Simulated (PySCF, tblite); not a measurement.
Isomers of C6H7Cl2NSi. Calculated harmonic vibrations of the isolated species, GFN2-xTB (tblite), most abundant isotopes, no scaling. Errors from tens to a few hundred cm⁻¹ against measured bands are possible. Modes of hydrogen on silicon can be 10 to 20 % off. One conformer each.

Electronic energies: PBE0/pcSseg-1 single points on the GFN2-xTB geometries (PySCF, gas phase).

```tsv
SMILES	electronic energy, lowest = 0 (kcal/mol)
N#CC[Si@@H](Cl)C1=C(Cl)CC1	0.0
ClC(Cl)[SiH2]c1ccccn1	7.6
ClC[SiH2]c1ncccc1Cl	3.8
```

Question: How do GFN2-xTB zero-point energies change the relative energies?

Answer: 
```json
{"SMILES": "N#CC[Si@@H](Cl)C1=C(Cl)CC1", "ZPE (kcal/mol)": "70.6", "of it from modes above 1550 cm⁻¹": "34.7", "electronic (kcal/mol)": "0.0", "with ZPE, lowest = 0 (kcal/mol)": "0.0", "lowest mode (cm⁻¹)": "8", "rings": "1"}
{"SMILES": "ClC[SiH2]c1ncccc1Cl", "ZPE (kcal/mol)": "69.3", "of it from modes above 1550 cm⁻¹": "30.5", "electronic (kcal/mol)": "3.8", "with ZPE, lowest = 0 (kcal/mol)": "2.4", "lowest mode (cm⁻¹)": "38", "rings": "1"}
{"SMILES": "ClC(Cl)[SiH2]c1ccccn1", "ZPE (kcal/mol)": "69.2", "of it from modes above 1550 cm⁻¹": "32.9", "electronic (kcal/mol)": "7.6", "with ZPE, lowest = 0 (kcal/mol)": "6.2", "lowest mode (cm⁻¹)": "15", "rings": "1"}
```

The zero-point energies span 1.4 kcal/mol, from `ClC(Cl)[SiH2]c1ccccn1` to `N#CC[Si@@H](Cl)C1=C(Cl)CC1`. The order is unchanged.

Question: And how do the electronic energies of GFN2-xTB itself compare?

Answer: `N#CC[Si@@H](Cl)C1=C(Cl)CC1` 11.0; `ClC[SiH2]c1ncccc1Cl` 0.0; `ClC(Cl)[SiH2]c1ccccn1` 8.7 kcal/mol, lowest = 0. Against the energies above, taken from the same isomer `N#CC[Si@@H](Cl)C1=C(Cl)CC1`, the largest difference is 14.8 kcal/mol.
